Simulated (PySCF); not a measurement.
B2H4O, SMILES BOB. Coordinates come from a B3LYP-D3(BJ)/def2-TZVP optimisation.

Calculation: B3LYP-D3(BJ)/def2-TZVP (PySCF).

Harmonic wavenumbers (cm⁻¹): 131, 131, 454, 965, 1005, 1005, 1045, 1045, 1248, 1314, 1583, 2561, 2581, 2660, 2660. Rotational constants (GHz): 114.1, 9.135, 9.135; symmetry number 4.

Question: Work out the zero-point energy and the ideal-gas rigid-rotor harmonic-oscillator thermochemistry at 298.15 K and 1 atm.

Answer: ZPE = ½ Σ hcν = ½ × 20387 cm⁻¹ = 29.14 kcal/mol. H − E(el) = 32.66 kcal/mol. Entropy in cal/(mol K): translation 37.11, rotation 18.30, vibration 7.16, total 62.57. G − E(el) = 14.00 kcal/mol. Cp = 15.35 cal/(mol K). Modes under 150 cm⁻¹ make the vibrational entropy uncertain.
